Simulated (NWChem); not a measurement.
System: C₄H₄ClF; SMILES [C@H](Cl)(F)CC#C

Parts of the log:

```
             Northwest Computational Chemistry Package (NWChem) 7.3.0
             --------------------------------------------------------

                             Geometry "geometry" -> ""
                             -------------------------

 Output coordinates in angstroms (scale by  1.889725989 to convert to a.u.)

  No.       Tag          Charge          X              Y              Z
 ---- ---------------- ---------- -------------- -------------- --------------
    1 C                    6.0000     0.69765800    -2.47009100    -0.60506300
    2 C                    6.0000     0.14172200    -1.65659000     0.09623400
    3 C                    6.0000    -0.53253700    -0.68900200     0.94932800
    4 C                    6.0000    -0.66921700     0.69868700     0.34570800
    5 F                    9.0000    -1.36783400     0.64150300    -0.80706400
    6 Cl                  17.0000     0.92207300     1.43784600     0.03589000
    7 H                    1.0000     1.19379800    -3.18717400    -1.23280400
    8 H                    1.0000    -0.00391200    -0.59544000     1.91173800
    9 H                    1.0000    -1.55340700    -1.04294700     1.17627800
   10 H                    1.0000    -1.19100100     1.37428300     1.04102800

 Effective nuclear repulsion energy (a.u.)     268.9654684746

                                 NWChem DFT Module
                                 -----------------

 Summary of "ao basis" -> "ao basis" (spherical)
 ------------------------------------------------------------------------------
       Tag                 Description            Shells   Functions and Types
 ---------------- ------------------------------  ------  ---------------------
 C                          def2-svp                 6       14   3s2p1d
 F                          def2-svp                 6       14   3s2p1d
 Cl                         def2-svp                 8       18   4s3p1d
 H                          def2-svp                 3        5   2s1p

            General Information
            -------------------
          SCF calculation type: DFT
          Wavefunction type:  closed shell.
          No. of atoms     :    10
          No. of electrons :    54
           Alpha electrons :    27
            Beta electrons :    27
          Charge           :     0
          Spin multiplicity:     1
          Use of symmetry is: off; symmetry adaption is: off
          Maximum number of iterations: 150
          AO basis - number of functions:   108
                     number of shells:    50
          Convergence on energy requested:  1.00D-06
          Convergence on density requested:  1.00D-05
          Convergence on gradient requested:  5.00D-04

              XC Information
              --------------
                         B3LYP Method XC Potential
                     Hartree-Fock (Exact) Exchange  0.200
                        Slater Exchange Functional  0.800 local
                    Becke 1988 Exchange Functional  0.720 non-local
              Lee-Yang-Parr Correlation Functional  0.810
                  VWN I RPA Correlation Functional  0.190 local

             Grid Information
             ----------------
          Grid used for XC integration:  medium
          Radial quadrature: Mura-Knowles
          Angular quadrature: Lebedev.
          Tag              B.-S. Rad. Rad. Pts. Rad. Cut. Ang. Pts.
          ---              ---------- --------- --------- ---------
          C                   0.70       49          12.0       434
          F                   0.50       49          12.0       434
          Cl                  1.00       88          12.0       590
          H                   0.35       45          13.0       434
          Grid pruning is: on
          Number of quadrature shells:   513
          Spatial weights used:  Erf1

      Superposition of Atomic Density Guess
      -------------------------------------

 Sum of atomic energies:        -711.11238872

      Non-variational initial energy
      ------------------------------

 Total energy =    -713.898218
 1-e energy   =   -1512.546274
 2-e energy   =     529.682588
 HOMO         =      -0.327756
 LUMO         =       0.052301

     ---------------------------------------------
      Total Density - Mulliken Population Analysis
     ---------------------------------------------

    Atom       Charge   Shell Charges
 -----------   ------   -------------------------------------------------------
    1 C    6     6.49   1.99  0.99  0.65  1.98  0.84  0.03
    2 C    6     5.86   1.99  0.97  0.24  1.91  0.71  0.04
    3 C    6     6.06   1.99  0.96  0.11  2.00  0.98  0.03
    4 C    6     5.31   1.99  0.90  0.22  1.47  0.65  0.08
    5 F    9     9.41   1.99  1.14  0.77  3.45  2.05  0.00
    6 Cl  17    17.31   2.00  1.99  1.22  0.72  5.94  2.15  3.27  0.02
    7 H    1     0.87   0.63  0.22  0.03
    8 H    1     0.88   0.66  0.20  0.02
    9 H    1     0.88   0.66  0.20  0.02
   10 H    1     0.94   0.71  0.21  0.02

   convergence    iter        energy       DeltaE   RMS-Dens  Diis-err
 ---------------- ----- ----------------- --------- --------- ---------
 d= 0,ls=0.0,diis     1   -714.3467528982 -9.83D+02  1.65D-02  1.07D+00
 d= 0,ls=0.0,diis     2   -714.2536590157  9.31D-02  9.59D-03  2.05D+00
 d= 0,ls=0.0,diis     3   -714.4644407498 -2.11D-01  2.97D-03  8.12D-02
 d= 0,ls=0.0,diis     4   -714.4651063764 -6.66D-04  1.47D-03  7.14D-02
 d= 0,ls=0.0,diis     5   -714.4740830107 -8.98D-03  2.44D-04  1.04D-03
  Resetting Diis
 d= 0,ls=0.0,diis     6   -714.4741777515 -9.47D-05  8.67D-05  9.35D-05
 d= 0,ls=0.0,diis     7   -714.4741871713 -9.42D-06  5.00D-05  5.95D-06
 d= 0,ls=0.0,diis     8   -714.4741866961  4.75D-07  2.73D-05  1.12D-05
 d= 0,ls=0.0,diis     9   -714.4741878099 -1.11D-06  2.54D-06  5.94D-08
 d= 0,ls=0.0,diis    10   -714.4741878155 -5.61D-09  4.15D-07  1.63D-09

         Total DFT energy =     -714.474187815524
      One electron energy =    -1516.276127910124
           Coulomb energy =      594.683346476580
    Exchange-Corr. energy =      -61.846874856624
 Nuclear repulsion energy =      268.965468474644

 Numeric. integr. density =       53.999997411271

                       DFT Final Molecular Orbital Analysis
                       ------------------------------------

 Vector   25  Occ=2.000000D+00  E=-3.058502D-01
              MO Center=  6.5D-01,  1.2D+00,  1.1D-01, r^2= 2.2D+00
   Bfn.  Coefficient  Atom+Function         Bfn.  Coefficient  Atom+Function
  ----- ------------  ---------------      ----- ------------  ---------------
    82      0.550577   6 Cl py               79      0.403299   6 Cl py
    31      0.265579   3 C  s                76      0.233454   6 Cl py
    81     -0.229654   6 Cl px               78     -0.180557   6 Cl px
   104     -0.159459  10 H  s                83      0.124780   6 Cl pz
    33      0.122552   3 C  py               47     -0.117707   4 C  py

 Vector   26  Occ=2.000000D+00  E=-2.828188D-01
              MO Center=  3.5D-01, -1.8D+00, -1.8D-01, r^2= 2.1D+00
   Bfn.  Coefficient  Atom+Function         Bfn.  Coefficient  Atom+Function
  ----- ------------  ---------------      ----- ------------  ---------------
     6     -0.303688   1 C  pz               20     -0.293453   2 C  pz
     5      0.282852   1 C  py               19      0.271029   2 C  py
    22      0.188286   2 C  py                9     -0.175183   1 C  pz
     8      0.173968   1 C  py               23     -0.148852   2 C  pz
    47      0.143804   4 C  py               44     -0.086231   4 C  s

 Vector   27  Occ=2.000000D+00  E=-2.798374D-01
              MO Center=  3.6D-01, -1.9D+00, -1.6D-01, r^2= 2.1D+00
   Bfn.  Coefficient  Atom+Function         Bfn.  Coefficient  Atom+Function
  ----- ------------  ---------------      ----- ------------  ---------------
     4      0.374532   1 C  px               18      0.355572   2 C  px
     7      0.226077   1 C  px               21      0.206290   2 C  px
     6      0.153827   1 C  pz               20      0.140128   2 C  pz
    99      0.128344   9 H  s                 5      0.126813   1 C  py
    94     -0.119058   8 H  s                19      0.116850   2 C  py

 Vector   28  Occ=0.000000D+00  E= 1.853313D-02
              MO Center= -1.3D-01, -7.8D-01,  4.2D-01, r^2= 5.7D+00
   Bfn.  Coefficient  Atom+Function         Bfn.  Coefficient  Atom+Function
  ----- ------------  ---------------      ----- ------------  ---------------
    45      0.979361   4 C  s               105     -0.794451  10 H  s
    31      0.736933   3 C  s                22     -0.557043   2 C  py
    95     -0.555631   8 H  s               100     -0.483480   9 H  s
    36     -0.432355   3 C  py                9     -0.399309   1 C  pz
    51      0.375640   4 C  pz                3     -0.315467   1 C  s

 Vector   29  Occ=0.000000D+00  E= 3.490272D-02
              MO Center=  2.3D-01, -1.7D+00,  1.1D-01, r^2= 3.5D+00
   Bfn.  Coefficient  Atom+Function         Bfn.  Coefficient  Atom+Function
  ----- ------------  ---------------      ----- ------------  ---------------
    95      0.642523   8 H  s                 7      0.528895   1 C  px
   100     -0.497455   9 H  s                21     -0.491810   2 C  px
    18     -0.338593   2 C  px                9      0.329513   1 C  pz
     4      0.320135   1 C  px               35     -0.319046   3 C  px
    23     -0.293148   2 C  pz               20     -0.210820   2 C  pz

 Vector   30  Occ=0.000000D+00  E= 4.358379D-02
              MO Center= -2.0D-02,  4.2D-01,  2.6D-01, r^2= 4.0D+00
   Bfn.  Coefficient  Atom+Function         Bfn.  Coefficient  Atom+Function
  ----- ------------  ---------------      ----- ------------  ---------------
    81      0.687341   6 Cl px              100      0.616886   9 H  s
    45      0.572684   4 C  s                49      0.546688   4 C  px
    74     -0.538360   6 Cl s                46      0.431433   4 C  px
    82      0.332256   6 Cl py               50      0.298739   4 C  py
    44      0.264040   4 C  s                17     -0.257311   2 C  s

     ---------------------------------------------
      Total Density - Mulliken Population Analysis
     ---------------------------------------------

    Atom       Charge   Shell Charges
 -----------   ------   -------------------------------------------------------
    1 C    6     6.43   1.99  0.92  0.75  2.03  0.73  0.02
    2 C    6     5.71   1.99  0.91  0.20  2.06  0.52  0.03
    3 C    6     5.90   1.98  0.93 -0.02  2.16  0.81  0.04
    4 C    6     5.77   1.99  0.96  0.12  1.97  0.63  0.09
    5 F    9     9.20   1.99  1.14  0.78  3.35  1.93  0.01
    6 Cl  17    17.14   2.00  1.98  1.27  0.70  5.93  2.17  3.05  0.03
    7 H    1     0.99   0.74  0.22  0.03
    8 H    1     0.95   0.74  0.19  0.02
    9 H    1     0.95   0.74  0.19  0.02
   10 H    1     0.95   0.76  0.17  0.02

     -------------------------------------------
      Total Density - Lowdin Population Analysis
     -------------------------------------------

    Atom       Charge   Shell Charges
 -----------   ------   -------------------------------------------------------
    1 C    6     6.06   1.97  0.62  0.36  1.83  1.23  0.05
    2 C    6     6.03   1.97  0.63  0.31  1.87  1.18  0.07
    3 C    6     6.07   1.96  0.58  0.29  1.95  1.19  0.10
    4 C    6     5.97   1.96  0.63  0.32  1.78  1.07  0.20
    5 F    9     9.09   1.98  1.02  0.74  3.23  2.12  0.01
    6 Cl  17    16.94   2.00  1.96  1.05  0.78  5.82  2.28  3.02  0.04
    7 H    1     0.96   0.60  0.28  0.08
    8 H    1     0.95   0.63  0.25  0.07
    9 H    1     0.94   0.63  0.25  0.07
   10 H    1     0.99   0.66  0.26  0.07

     Multipole analysis of the density
     ---------------------------------

     L   x y z        total         alpha         beta         nuclear
     -   - - -        -----         -----         ----         -------
     0   0 0 0     -0.000000    -27.000000    -27.000000     54.000000

     1   1 0 0     -0.283249      0.202335      0.202335     -0.687919
     1   0 1 0     -0.205146     -2.052444     -2.052444      3.899742
     1   0 0 1      0.698470     -0.557867     -0.557867      1.814205

     2   2 0 0    -30.130122    -93.590487    -93.590487    157.050852
     2   1 1 0     -1.536325      1.963803      1.963803     -5.463931
     2   1 0 1     -2.692080      0.297932      0.297932     -3.287943
     2   0 2 0    -29.571304   -213.318502   -213.318502    397.065700
     2   0 1 1      2.026357     -7.464409     -7.464409     16.955175
     2   0 0 2    -29.041809    -53.628674    -53.628674     78.215539

                     NWChem Electrostatic Potential Fit Module
                     -----------------------------------------

 Atom parameters

 Number of atoms is                                   10
 Number of basis functions is                        108

 Grid parameters

 Maximum number of grid points is                  40788
 Number of grid points is                          40787
 Grid range                                     0.300000 nm
 Grid spacing                                   0.020000 nm
 Probe radius                                   0.070000 nm
 Atom radius factor                             1.000000

 Atomic radii

    1    0.100000
    6    0.147000
    9    0.128000
   17    0.169000
 FASTESP  F
  using M.O. file = ./job.movecs

    Atom              Coordinates                           Charge

                                                  ESP

    1 C     0.069766   -0.247009   -0.060506   -0.421895
    2 C     0.014172   -0.165659    0.009623    0.027294
    3 C    -0.053254   -0.068900    0.094933    0.066583
    4 C    -0.066922    0.069869    0.034571    0.398030
    5 F    -0.136783    0.064150   -0.080706   -0.236624
    6 Cl    0.092207    0.143785    0.003589   -0.187965
    7 H     0.119380   -0.318717   -0.123280    0.285493
    8 H    -0.000391   -0.059544    0.191174    0.020050
    9 H    -0.155341   -0.104295    0.117628    0.040227
   10 H    -0.119100    0.137428    0.104103    0.008807
                                            ------------
                                                0.000000

 Dipole moment                                  0.845319

 Quadrupole moment Qxx                         -2.530046
                   Qyy                         -2.080181
                   Qzz                          4.610228

 RMS deviation kJ/mol                           0.062608

 RRMS %                                        27.954261
```

Level: B3LYP/def2-SVP. Coordinates come from a PBE0/def2-SVP optimisation.

### Question
Which NWChem input produces such a log?

### Answer
This is not unique; one that fits is the input that was run:
```
start job
memory heap 200 mb stack 900 mb global 1100 mb
geometry units angstroms noautosym nocenter noautoz
  C      0.697658    -2.470091    -0.605063
  C      0.141722    -1.656590     0.096234
  C     -0.532537    -0.689002     0.949328
  C     -0.669217     0.698687     0.345708
  F     -1.367834     0.641503    -0.807064
  Cl     0.922073     1.437846     0.035890
  H      1.193798    -3.187174    -1.232804
  H     -0.003912    -0.595440     1.911738
  H     -1.553407    -1.042947     1.176278
  H     -1.191001     1.374283     1.041028
end
basis spherical
  * library def2-svp
end
dft
  xc b3lyp
  iterations 150
  mulliken
end
task dft energy
esp
  recalculate
  probe 0.07
  range 0.3
  factor 1.0
  spacing 0.02
end
task esp
```
